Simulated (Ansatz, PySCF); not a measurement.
C₃H₈BNO, SMILES C=CCB(N)O.

Coordinates come from a PBE-D3(BJ)/def2-SVP optimisation. Other conformers were not sampled.

Vertical ionisation energy (IE) and electron affinity (EA) in eV. Rows of orbital energies are one-electron estimates. Where ΔSCF, EOM or ADC give a negative EA the extra electron is unbound and the value depends on the basis.

```
level                                                                       IE     EA
------------------------------------------------------------------------  ----  -----
−ε(HOMO), −ε(LUMO), r2SCAN/def2-TZVP (PySCF)                              6.10   0.43
−ε(HOMO), −ε(LUMO), PBE/def2-TZVP (PySCF)                                 5.91   0.68
ΔSCF, CAM-B3LYP/def2-SVPD (Ansatz), final states of multiplicity 2 and 2  9.29  -1.14
ΔSCF, PBE/def2-SVPD (Ansatz), final states of multiplicity 2 and 2        8.89  -0.90
```

Problem. What vertical singlet–triplet gap does ΔSCF give with CAM-B3LYP/def2-SVPD (Ansatz, a first-principles code) and with PBE/def2-SVPD (Ansatz)? (Estimate from the structure and the level; the computed values follow.)

Solution. 4.22 and 4.27 eV (triplet above singlet where positive).
